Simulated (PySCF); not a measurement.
# Frontier orbitals and the lowest excitations

Compound: C5H6NPS.
Atom-mapped SMILES: `[CH3:1][S:2][c:3]1[n:4][cH:5][cH:6][cH:7][p:8]1` (hydrogens: H9, H10, H11 on C1; H12 on C5; H13 on C6; H14 on C7)

Theory: TDDFT wB97X-D/def2-SVPD, vertical, gas phase, core orbitals frozen in the response (PySCF). One conformer (not necessarily the lowest) at the GFN2-xTB geometry, without solvent, vibrations or thermal averaging. Torsions of this conformer, `[CH3:1][S:2][c:3]1[n:4][cH:5][cH:6][cH:7][p:8]1`: C1–S2–C3–N4 0°.

Kohn–Sham orbitals with the atoms that hold most of them (Löwdin shares over 4%, at most four atoms; ? is withheld):

```
orbital  ε (eV)                           atoms
 HOMO-3  -10.62    P8 45%, C7 14%, C3 9%, N4 8%
 HOMO-2   -9.93  P8 19%, S2 16%, C7 16%, N4 15%
 HOMO-1   -9.13                               ?
   HOMO   -7.98                               ?
   LUMO   -0.25  P8 33%, C7 18%, C5 18%, C3 10%
 LUMO+1    0.52  C3 23%, N4 16%, C6 16%, C7 16%
 LUMO+2    1.94   S2 39%, P8 16%, C1 11%, C3 6%
```

(1) Which atoms hold the HOMO-1, and with what shares?

(2) Which atoms hold the HOMO, and with what shares?

(3) The HOMO–LUMO gap is 7.73 eV. Where does the response calculation put the lowest singlet, and from which orbitals?

(4) One configuration dominates each of S1, S2, S3, S4 and S7. Which, and how do the shares of the two leading atoms of either orbital change from the occupied to the empty one?

## Answers

(1) N4 (bonded to 2 C) 42%; P8 (bonded to 2 C) 23%; C3 (bonded to N, P and S) 9%; C5 (bonded to C, N and H) 7%. By element: nitrogen 42%, phosphorus 23%, carbon 16% or more.

(2) S2 (bonded to 2 C) 41%; P8 (bonded to 2 C) 15%; C3 (bonded to N, P and S) 10%; C6 (bonded to 2 C and H) 9%. By element: sulfur 41%, carbon 19% or more, phosphorus 15%.

(3) S1 is at 3.86 eV (f = 0.045), 3.87 eV below the gap, made of HOMO→LUMO (95%). 

(4) 
- S1 (3.86 eV, f 0.045), HOMO→LUMO (95%): S2 41% → at most 10%, P8 15% → 33%, C7 at most 9% → 18%
- S2 (4.07 eV, f 0.0046), HOMO-1→LUMO (98%): N4 42% → at most 10%, P8 23% → 33%, C7 at most 8% → 18%
- S3 (4.56 eV, f 0.224), HOMO→LUMO+1 (89%): S2 41% → at most 16%, P8 15% → at most 16%, C3 10% → 23%, N4 at most 9% → 16%
- S4 (4.64 eV, f 0.0006), HOMO-1→LUMO+1 (97%): N4 42% → 16%, P8 23% → at most 16%, C3 9% → 23%
- S7 (5.78 eV, f 0.245), HOMO-2→LUMO (88%): P8 19% → 33%, S2 16% → at most 10%, C7 16% → 18%

Löwdin shares depend on the basis, the more so with diffuse functions.
